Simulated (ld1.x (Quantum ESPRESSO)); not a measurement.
## Reading a pseudo-wave (barium)

Columns: radius, all-electron u(r) and pseudo u(r) of the 5d shell (level -2.03 eV) of barium in the configuration [Kr] 4d10 5s2 5p6 5d0 6s2 6p0; PBEsol, scalar-relativistic, PAW scheme, ld1.x (Quantum ESPRESSO) 7.5.

```tsv
r (bohr)	all-electron	pseudo
0.215	0.1263	0.0008
0.430	-0.1503	0.0062
0.645	-0.2288	0.0200
0.860	-0.1113	0.0450
1.075	0.0632	0.0822
1.290	0.2254	0.1307
1.505	0.3535	0.1881
1.720	0.4447	0.2506
1.935	0.5038	0.3135
2.150	0.5374	0.3722
2.365	0.5518	0.4223
2.580	0.5526	0.4609
2.795	0.5442	0.4860
3.010	0.5298	0.4977
3.225	0.5118	0.4972
3.440	0.4919	0.4870
3.655	0.4710	0.4702
3.870	0.4496	0.4497
4.085	0.4280	0.4280
4.300	0.4063	0.4063
4.515	0.3848	0.3848
4.730	0.3635	0.3635
4.945	0.3427	0.3427
5.160	0.3222	0.3222
5.375	0.3023	0.3023
5.590	0.2831	0.2831
```

Task: How many radial nodes do the two functions have?

Result: The all-electron 5d function has n − l − 1 = 2; the pseudo-wave has 0, since the states of the same l below it are removed with the core.

Task: At about which radius was the pseudo-wave matched?

Result: 4.30 bohr. The columns agree to 0.0005 from 3.87 bohr on; several derivatives are matched, so the curves merge somewhat inside the radius.

Task: Where does each function peak?

Result: Outermost all-electron maximum near 2.58 bohr, pseudo maximum near 3.01 bohr (to the table’s step).

Task: Is the pseudo-wave norm-conserving?

Result: No, it belongs to a PAW set: the norm inside the radius is not constrained, and the difference is carried by the augmentation charge.
